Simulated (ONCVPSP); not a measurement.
**Which change was made? (Ni, ONCV)**

| Item | Value |
| --- | --- |
| Element | Ni |
| Generator | ONCVPSP 4.0.1 |
| Type | optimised norm-conserving Vanderbilt (ONCV) |
| Functional | PBE |
| Relativity | scalar-relativistic |
| Frozen core | [Ne] |
| Valence charge | 18 |
| Reference configuration | 3s2 3p6 3d8 4s1 (charge +1) |
| Partial waves | 3s+4s: rc 1.15 bohr, ncon 3, nbas 7, qcut 8.5 1/bohr, 2 projectors; 3p: rc 1.15 bohr, ncon 4, nbas 8, qcut 11.4 1/bohr, 2 projectors, debl 3.8 Ha; 3d: rc 1.10 bohr, ncon 4, nbas 8, qcut 12.2 1/bohr, 2 projectors, debl 1.7 Ha |
| Local potential | polynomial inside 1.10 bohr (lpopt 5, dvloc0 -1 Ha) |
| Core correction | Teter function, fcfact 3, rcfact 1.4 |

Cutoffs, loose and tight: the cutoffs (Ha) at which the residual kinetic energy of the hardest occupied pseudo-wave falls to 1 and 0.1 mHa per electron. They do not see the model core or the augmentation charge, which bear on the density cutoff. Test errors are all-electron minus pseudo excitation energies from the reference, over the configurations 3s2 3p6 3d8 4s2; 3s2 3p6 3d8 4s0; 3s2 3p6 3d7 4s0; 3s2 3p6 3d8 4s0 4p2; variants that change the core or the reference have their own tests.

The base gives: outcome: generated; cutoff, loose: 68 Ha; cutoff, tight: 98 Ha; bound ghosts: none; GHOST(+) flags above zero: none; largest test error (meV): +3.1.

(1) After one change the result is: outcome: generated; cutoff, loose: 109 Ha; cutoff, tight: 195 Ha; bound ghosts: none; GHOST(+) flags above zero: none; largest test error (meV): +6.1. Which change was it?
A. d: qcut 18.4
B. d: qcut 9.7
C. d: qcut 10.7
D. d: qcut 7.7

Answers

(1) C. The others give: d: qcut 9.7 → outcome: generated; cutoff, loose: 180 Ha; cutoff, tight: 210 Ha; bound ghosts: none; GHOST(+) flags above zero: none; largest test error (meV): +8.8 | d: qcut 7.7 → outcome: generated; cutoff, loose: 204 Ha; cutoff, tight: 274 Ha; bound ghosts: none; GHOST(+) flags above zero: none; largest test error (meV): +15 | d: qcut 18.4 → outcome: generated; cutoff, loose: 99 Ha; cutoff, tight: 114 Ha; bound ghosts: none; GHOST(+) flags above zero: none; largest test error (meV): -2.1.
